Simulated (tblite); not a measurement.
A geometry optimisation, step by step.

C₆H₁₁BO₂.
SMILES with atom numbers: `[CH2:1]=[C:2]([CH3:3])/[C:4]([CH3:5])=[CH:6]/[B:7]([OH:8])[OH:9]` (hydrogens: H10, H11 on C1; H12, H13, H14 on C3; H15, H16, H17 on C5; H18 on C6; H19 on O8; H20 on O9)

Computed with GFN2-xTB (tblite), gas phase: L-BFGS steps from a force-field or distance-geometry start until the largest atomic force falls under 0.01 eV/Å. 9 of its 109 geometries are shown.

Step 0: E = -756.7188 eV, largest atomic force 3.265 eV/Å
```
atom  x, y, z in Å  |  force x, y, z in eV/Å
C1     -2.414    0.234    0.946   -0.920   0.170   0.717
C2     -1.526    0.106   -0.027   -0.063   0.247   1.168
C3     -2.016    0.005   -1.404   -0.528  -0.380  -1.375
C4     -0.103    0.059    0.315   -1.150  -0.036   0.223
C5      0.297    0.148    1.713   -1.971   0.035   2.465
C6      0.778   -0.083   -0.637    1.226  -0.716  -1.793
B7      2.295   -0.149   -0.458    3.148   0.750   0.436
O8      3.090    0.620   -1.433   -0.374  -2.770  -0.716
O9      3.090   -0.710    0.604   -0.815  -0.033  -1.887
H10    -3.486    0.278    0.751    0.418  -0.037   0.103
H11    -2.119    0.308    1.982   -0.307   0.004  -0.142
H12    -1.443    0.668   -2.076   -0.444  -0.358   0.154
H13    -1.935   -1.051   -1.756    0.062   0.741   0.041
H14    -3.098    0.271   -1.437    0.834  -0.104  -0.106
H15    -0.102    1.118    2.135    0.893  -0.742  -0.293
H16     1.313   -0.062    2.001    0.285   0.384  -0.560
H17    -0.314   -0.624    2.261    0.539   0.421  -0.245
H18     0.383   -0.155   -1.657    0.514   0.107   0.254
H19     3.293   -0.032   -2.175   -0.259   1.575   1.264
H20     4.014   -0.940    0.352   -1.090   0.742   0.290
```

Step 14: E = -757.6937 eV, largest atomic force 0.698 eV/Å
```
atom  x, y, z in Å  |  force x, y, z in eV/Å
C1     -2.514    0.244    0.973    0.152   0.142   0.046
C2     -1.573    0.102    0.030    0.007   0.024   0.078
C3     -2.024   -0.007   -1.398    0.031  -0.016  -0.160
C4     -0.108    0.036    0.307   -0.312  -0.226   0.166
C5      0.277    0.121    1.760   -0.163  -0.045   0.330
C6      0.826   -0.091   -0.667   -0.619  -0.037   0.283
B7      2.386   -0.194   -0.519    0.243  -0.148  -0.023
O8      3.292    0.303   -1.423    0.300  -0.264  -0.572
O9      2.987   -0.804    0.535   -0.300   0.223   0.420
H10    -3.578    0.321    0.738    0.539  -0.127  -0.021
H11    -2.279    0.333    2.022   -0.029  -0.027  -0.096
H12    -1.448    0.680   -2.011   -0.083   0.048  -0.157
H13    -1.871   -1.019   -1.776    0.077   0.028   0.019
H14    -3.083    0.229   -1.506    0.111   0.014   0.100
H15    -0.038    1.084    2.186    0.336  -0.136  -0.251
H16     1.344   -0.041    1.868    0.010   0.273  -0.019
H17    -0.206   -0.632    2.396   -0.058  -0.027  -0.451
H18     0.433   -0.103   -1.681    0.256  -0.016   0.049
H19     3.225    0.173   -2.372   -0.414   0.379   0.360
H20     3.944   -0.725    0.532   -0.084  -0.061  -0.101
```

Step 27: E = -758.0076 eV, largest atomic force 0.144 eV/Å
```
atom  x, y, z in Å  |  force x, y, z in eV/Å
C1     -2.465    0.255    0.969    0.005   0.058  -0.010
C2     -1.538    0.106    0.021   -0.053   0.031  -0.060
C3     -1.995    0.000   -1.408   -0.002   0.000  -0.054
C4     -0.100    0.024    0.309   -0.036  -0.011  -0.003
C5      0.293    0.107    1.754   -0.019   0.003  -0.013
C6      0.829   -0.091   -0.659    0.031  -0.019   0.030
B7      2.383   -0.229   -0.491   -0.006  -0.029  -0.016
O8      3.271    0.028   -1.502    0.027   0.041   0.047
O9      2.941   -0.670    0.666    0.084  -0.002  -0.096
H10    -3.508    0.316    0.706   -0.021  -0.018   0.022
H11    -2.253    0.339    2.018    0.071  -0.016   0.008
H12    -1.476    0.709   -2.048    0.019   0.056   0.010
H13    -1.805   -1.002   -1.791    0.018  -0.029  -0.014
H14    -3.061    0.200   -1.476   -0.006  -0.040  -0.012
H15    -0.003    1.073    2.157    0.022   0.047   0.041
H16     1.363   -0.018    1.855   -0.018   0.032   0.038
H17    -0.204   -0.666    2.334   -0.025  -0.053  -0.011
H18     0.484   -0.116   -1.688    0.006   0.012   0.040
H19     2.945    0.392   -2.321   -0.136  -0.047   0.000
H20     3.893   -0.748    0.589    0.039  -0.015   0.053
```

Step 40: E = -758.0270 eV, largest atomic force 0.064 eV/Å
```
atom  x, y, z in Å  |  force x, y, z in eV/Å
C1     -2.454    0.266    0.963   -0.021   0.057  -0.021
C2     -1.538    0.121    0.004   -0.003  -0.032   0.017
C3     -1.984    0.004   -1.429    0.010   0.009   0.018
C4     -0.103    0.030    0.316    0.005   0.004   0.009
C5      0.279    0.110    1.763   -0.020  -0.011   0.016
C6      0.838   -0.107   -0.635    0.012   0.014  -0.009
B7      2.393   -0.240   -0.475    0.028  -0.033  -0.018
O8      3.233    0.051   -1.516   -0.017   0.016  -0.053
O9      2.982   -0.686    0.661   -0.006   0.014   0.033
H10    -3.503    0.318    0.727   -0.022  -0.001  -0.012
H11    -2.211    0.350    2.007   -0.013  -0.011  -0.031
H12    -1.486    0.739   -2.060    0.016   0.012   0.026
H13    -1.759   -0.989   -1.816    0.022   0.026   0.008
H14    -3.056    0.168   -1.503    0.007  -0.029   0.014
H15    -0.019    1.071    2.179    0.023  -0.003   0.002
H16     1.350   -0.012    1.872   -0.032   0.011   0.010
H17    -0.221   -0.675    2.326    0.015  -0.022   0.027
H18     0.502   -0.122   -1.665   -0.011  -0.020  -0.025
H19     2.817    0.365   -2.317    0.015  -0.014   0.027
H20     3.936   -0.752    0.595   -0.008   0.015  -0.036
```

Step 54: E = -758.0350 eV, largest atomic force 0.037 eV/Å
```
atom  x, y, z in Å  |  force x, y, z in eV/Å
C1     -2.473    0.292    0.950    0.015   0.003  -0.006
C2     -1.539    0.114    0.015    0.023   0.028  -0.005
C3     -1.952    0.010   -1.427   -0.010  -0.001   0.004
C4     -0.107    0.014    0.339    0.014  -0.016  -0.001
C5      0.273    0.094    1.788   -0.005  -0.006  -0.004
C6      0.831   -0.130   -0.614    0.003   0.015  -0.004
B7      2.388   -0.249   -0.480   -0.009   0.004  -0.009
O8      3.198    0.035   -1.549    0.012  -0.011   0.017
O9      3.009   -0.662    0.651    0.002   0.017  -0.018
H10    -3.516    0.359    0.686    0.008   0.001   0.019
H11    -2.248    0.378    1.997   -0.016  -0.004  -0.001
H12    -1.492    0.800   -2.018   -0.010  -0.015   0.001
H13    -1.653   -0.952   -1.841    0.005   0.014  -0.010
H14    -3.031    0.102   -1.516   -0.013  -0.006  -0.003
H15    -0.031    1.052    2.208   -0.003  -0.010  -0.003
H16     1.346   -0.014    1.894   -0.010  -0.008  -0.001
H17    -0.214   -0.699    2.351   -0.004   0.004   0.001
H18     0.489   -0.153   -1.644   -0.005  -0.002   0.009
H19     2.758    0.334   -2.342   -0.003  -0.012   0.003
H20     3.960   -0.715    0.550    0.005   0.005   0.009
```

Step 68: E = -758.0372 eV, largest atomic force 0.033 eV/Å
```
atom  x, y, z in Å  |  force x, y, z in eV/Å
C1     -2.467    0.304    0.950    0.009   0.003   0.004
C2     -1.534    0.122    0.014   -0.017  -0.014  -0.016
C3     -1.956    0.018   -1.426   -0.011  -0.012  -0.010
C4     -0.104    0.007    0.339   -0.013   0.023  -0.010
C5      0.265    0.071    1.790    0.005  -0.003  -0.002
C6      0.836   -0.125   -0.615    0.002   0.002   0.000
B7      2.393   -0.245   -0.484    0.007   0.010   0.013
O8      3.204    0.001   -1.561   -0.012   0.004  -0.023
O9      3.020   -0.612    0.660   -0.004   0.003   0.013
H10    -3.510    0.384    0.690    0.015  -0.005  -0.003
H11    -2.244    0.382    1.998   -0.003   0.011   0.009
H12    -1.541    0.833   -2.017    0.020  -0.003   0.025
H13    -1.618   -0.925   -1.853    0.002  -0.005  -0.017
H14    -3.039    0.060   -1.503   -0.011   0.004  -0.003
H15    -0.034    1.031    2.210    0.012   0.006   0.015
H16     1.334   -0.051    1.909    0.020  -0.002  -0.016
H17    -0.239   -0.717    2.346   -0.009  -0.015   0.001
H18     0.492   -0.138   -1.644   -0.004   0.010  -0.001
H19     2.766    0.272   -2.367    0.002  -0.021   0.025
H20     3.972   -0.663    0.561   -0.011   0.005  -0.002
```

Step 81: E = -758.0401 eV, largest atomic force 0.030 eV/Å
```
atom  x, y, z in Å  |  force x, y, z in eV/Å
C1     -2.462    0.320    0.951   -0.003   0.005   0.007
C2     -1.536    0.119    0.012   -0.001   0.025   0.001
C3     -1.963    0.018   -1.427   -0.004  -0.003  -0.008
C4     -0.105    0.007    0.335   -0.002  -0.016  -0.010
C5      0.264    0.028    1.788   -0.008   0.000  -0.018
C6      0.838   -0.096   -0.619    0.006   0.005   0.006
B7      2.394   -0.222   -0.477    0.006   0.000   0.000
O8      3.206   -0.065   -1.570   -0.009  -0.002  -0.008
O9      3.023   -0.508    0.689   -0.003   0.004   0.005
H10    -3.506    0.403    0.698   -0.001  -0.006  -0.018
H11    -2.232    0.419    1.995    0.004  -0.006   0.011
H12    -1.594    0.874   -1.993    0.010  -0.020  -0.004
H13    -1.581   -0.891   -1.886    0.006   0.001   0.015
H14    -3.048    0.007   -1.495    0.001   0.011  -0.004
H15    -0.006    0.988    2.227    0.007  -0.025   0.016
H16     1.330   -0.125    1.901   -0.020  -0.001   0.008
H17    -0.266   -0.758    2.324    0.016   0.018   0.002
H18     0.500   -0.080   -1.651   -0.004   0.009   0.016
H19     2.765    0.141   -2.392    0.000  -0.003  -0.016
H20     3.974   -0.571    0.588    0.000   0.003  -0.001
```

Step 94: E = -758.0427 eV, largest atomic force 0.045 eV/Å
```
atom  x, y, z in Å  |  force x, y, z in eV/Å
C1     -2.465    0.339    0.948   -0.008   0.014   0.006
C2     -1.534    0.140    0.013   -0.012  -0.034   0.021
C3     -1.952    0.021   -1.427   -0.005   0.005   0.038
C4     -0.105    0.019    0.342   -0.004   0.004   0.003
C5      0.258   -0.019    1.796    0.002  -0.001  -0.009
C6      0.840   -0.051   -0.614   -0.005  -0.001   0.001
B7      2.394   -0.197   -0.482    0.009   0.016   0.003
O8      3.192   -0.136   -1.596    0.005  -0.010   0.021
O9      3.031   -0.398    0.698    0.008   0.007  -0.021
H10    -3.507    0.418    0.688    0.003   0.001  -0.004
H11    -2.240    0.442    1.994    0.009   0.002  -0.010
H12    -1.595    0.874   -2.000    0.025   0.003  -0.023
H13    -1.553   -0.889   -1.869    0.016  -0.016  -0.020
H14    -3.035   -0.008   -1.502   -0.043   0.014   0.005
H15     0.017    0.931    2.271   -0.011  -0.007  -0.009
H16     1.320   -0.201    1.901    0.000  -0.002   0.019
H17    -0.291   -0.808    2.307   -0.001   0.003  -0.009
H18     0.497    0.004   -1.642    0.015   0.004  -0.004
H19     2.744    0.005   -2.428   -0.007   0.000   0.009
H20     3.981   -0.474    0.598    0.004  -0.002  -0.015
```

Step 108: E = -758.0442 eV, largest atomic force 0.010 eV/Å
```
atom  x, y, z in Å  |  force x, y, z in eV/Å
C1     -2.464    0.348    0.948    0.001   0.003  -0.003
C2     -1.535    0.141    0.015    0.001  -0.004   0.000
C3     -1.951    0.016   -1.424   -0.001  -0.002  -0.003
C4     -0.105    0.022    0.344    0.001   0.003   0.000
C5      0.252   -0.046    1.798   -0.001  -0.002  -0.001
C6      0.844   -0.020   -0.610   -0.003  -0.004   0.005
B7      2.397   -0.175   -0.481   -0.002   0.001  -0.001
O8      3.186   -0.173   -1.601    0.000   0.001  -0.001
O9      3.045   -0.333    0.699    0.000  -0.002   0.002
H10    -3.507    0.427    0.687    0.000   0.004   0.001
H11    -2.238    0.458    1.993    0.001   0.002  -0.002
H12    -1.572    0.855   -2.007   -0.002  -0.007  -0.001
H13    -1.567   -0.906   -1.857   -0.003   0.006  -0.002
H14    -3.036    0.010   -1.504    0.004   0.005   0.005
H15     0.015    0.898    2.286    0.002  -0.007  -0.001
H16     1.312   -0.239    1.910   -0.004   0.003   0.001
H17    -0.311   -0.837    2.291    0.005  -0.002  -0.001
H18     0.506    0.059   -1.639   -0.004  -0.005   0.002
H19     2.732   -0.065   -2.434    0.000   0.002  -0.002
H20     3.992   -0.430    0.585    0.005   0.007   0.005
```

Task: Summarise the path.

Result: The energy falls by 127.89 kJ/mol from step 0 to step 108; nine tenths of that is first reached at step 20. It rises by more than 0.2 meV at step 16. The largest force goes from 3.265 to 0.010 eV/Å. Among the bonds B7–O8 changes most, from 1.474 to 1.371 Å; the atoms move by 0.332 Å rms after alignment.

Task: Follow the three bonds and two angles with the largest change from start to end.

Result: 
```csv
step,E above end (kJ/mol),largest force (eV/Å),B7–O8 (Å),B7–O9 (Å),O8–H19 (Å),B7–O8–H19 (°),C4–C5–H16 (°)
0,127.89,3.265,1.474,1.440,1.008,105.0,120.2
5,51.89,0.670,1.379,1.350,0.953,115.6,111.4
9,45.14,0.401,1.402,1.349,0.951,116.2,109.9
14,33.82,0.698,1.373,1.358,0.960,123.8,109.8
19,15.42,0.414,1.379,1.360,0.953,121.8,110.2
23,6.07,0.217,1.367,1.356,0.954,120.1,110.7
28,3.27,0.168,1.370,1.358,0.952,118.5,110.2
33,2.08,0.070,1.369,1.354,0.955,116.1,110.0
38,1.77,0.047,1.370,1.355,0.955,116.3,110.1
42,1.49,0.108,1.369,1.355,0.956,115.8,109.8
47,1.10,0.069,1.370,1.355,0.954,115.4,110.0
52,0.93,0.035,1.370,1.355,0.956,116.0,109.9
56,0.86,0.025,1.370,1.354,0.955,116.0,109.9
61,0.83,0.022,1.371,1.354,0.955,115.9,109.9
66,0.71,0.036,1.371,1.355,0.955,116.1,110.2
70,0.63,0.039,1.370,1.355,0.956,116.4,110.1
75,0.50,0.035,1.371,1.355,0.955,116.1,110.1
80,0.41,0.040,1.370,1.355,0.955,115.9,109.9
85,0.34,0.024,1.370,1.356,0.955,116.1,110.0
89,0.28,0.040,1.370,1.356,0.955,116.2,109.8
94,0.15,0.045,1.371,1.356,0.955,116.2,109.7
99,0.06,0.020,1.370,1.355,0.955,116.0,109.9
103,0.02,0.025,1.371,1.356,0.956,116.0,110.1
108,0.00,0.010,1.371,1.356,0.955,116.0,110.0
```

The cost below is that of the whole relaxation. Time: 1.3 s. Hardware: one thread, Arm Neoverse N1 (aarch64), no GPU (shared host).
